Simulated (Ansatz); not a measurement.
SbH3, 4 atoms. Hardware: 2 threads of Intel Xeon 6975P-C on a shared host.

In the def2 sets Sb takes a core potential; there is no spin–orbit coupling. Correlated methods freeze 4 core orbitals; core or outer-core shells of Sb are correlated, in sets that lack core-valence functions.

(1) How many basis functions does each of these Ansatz runs have, and roughly what does it cost? PBE-D4/def2-TZVP, charge 0 singlet, relaxation, 4 steps; BHLYP-D4/def2-TZVP, charge 0 singlet, energy, from earlier orbitals; r2SCAN-D4/def2-TZVP, charge 0 singlet, energy and forces, from earlier orbitals; PBE-D4/def2-TZVP, charge 0 singlet, energy, from earlier orbitals; BLYP-D4/def2-TZVP, charge 1 doublet at the geometry of the charge 0 singlet, energy, from earlier orbitals; HSE06-D4/def2-TZVP, charge 0 singlet, energy, from earlier orbitals; LC-ωPBE/def2-TZVP, charge 0 singlet, energy, from earlier orbitals; PBE0-D4/def2-SVP, charge 0 singlet, energy, from earlier orbitals; CCSD(T)/def2-TZVPP, charge 0 singlet, energy, from earlier orbitals; RPA@PBE/def2-TZVP, charge 0 singlet, energy, from earlier orbitals; PBE0-D4/def2-TZVP, charge 1 doublet at the geometry of the charge 0 singlet, energy; ωB97M-V/def2-TZVP, charge 0 singlet, energy, from earlier orbitals.

Results:

(1) Other jobs shared the machine, so times can vary by a factor of up to 3. A dash marks memory too small to be measured apart from the calling script's.

| run | functions | fitting or Cholesky vectors | wall time | peak host memory (GiB) |
| --- | --- | --- | --- | --- |
| PBE-D4/def2-TZVP, charge 0 singlet, energy, from earlier orbitals | 68 | 515 | 0.25 s | – |
| PBE0-D4/def2-SVP, charge 0 singlet, energy, from earlier orbitals | 41 | 487 | 0.3 s | – |
| LC-ωPBE/def2-TZVP, charge 0 singlet, energy, from earlier orbitals | 68 | 515 | 0.3 s | – |
| BHLYP-D4/def2-TZVP, charge 0 singlet, energy, from earlier orbitals | 68 | 602 | 0.35 s | – |
| HSE06-D4/def2-TZVP, charge 0 singlet, energy, from earlier orbitals | 68 | 573 | 0.35 s | – |
| PBE0-D4/def2-TZVP, charge 1 doublet at the geometry of the charge 0 singlet, energy | 68 | 573 | 0.4 s | – |
| BLYP-D4/def2-TZVP, charge 1 doublet at the geometry of the charge 0 singlet, energy, from earlier orbitals | 68 | 515 | 0.45 s | – |
| RPA@PBE/def2-TZVP, charge 0 singlet, energy, from earlier orbitals | 68 | 617 | 0.55 s | – |
| r2SCAN-D4/def2-TZVP, charge 0 singlet, energy and forces, from earlier orbitals | 68 | 515 | 0.6 s | – |
| ωB97M-V/def2-TZVP, charge 0 singlet, energy, from earlier orbitals | 68 | 553 | 0.85 s | – |
| CCSD(T)/def2-TZVPP, charge 0 singlet, energy, from earlier orbitals | 92 | 680 | 1.1 s | – |
| PBE-D4/def2-TZVP, charge 0 singlet, relaxation, 4 steps | 68 | 515 | 1.6 s | – |
